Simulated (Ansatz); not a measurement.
`N[CH]([SiH3])[SbH2]` + H₂S → `NC([SiH3])S` + stibine  (substitution at a C–Sb bond)

Computed with Ansatz on PBE0-D4/def2-TZVP structures; ΔE is electronic, products minus reactants. CCSD(T)/CBS adds triple-zeta CCSD(T) − MP2 to the extrapolated MP2 energy (def2 sets, frozen cores). This one scheme is used for every species. DFT in def2-TZVPP. B3LYP here is the variant with VWN-RPA as its local correlation; programs differ in this. def2 core potentials past Kr. For Sb outer-core shells are correlated without core-valence functions, which leaves a few kJ/mol of doubt a bond. Each species was taken in one conformer, which may not be the lowest.

```json
{"level": "B3LYP", "ΔE (kcal/mol)": "1.8"}
{"level": "CCSD/def2-TZVPP", "ΔE (kcal/mol)": "3.5"}
```

What does CCSD(T)/CBS give? (Best estimate.)

The calculation gave: +4.7 kcal/mol. The listed levels differ from it by -2.9, -1.2 kcal/mol.

Largest T1 diagnostic among the species: 0.014.

The D4 term adds +1.2 kcal/mol with B3LYP and +0.7 kcal/mol with PBE0; it sums over pairs of atoms, weighted by their polarisabilities, and B3LYP, whose exchange is more repulsive, gets the larger term. In def2-TZVPP, CCSD(T) changes the Hartree–Fock value by +3.7 kcal/mol (the triples alone add +0.4 kcal/mol) and MP2 by +4.8 kcal/mol.
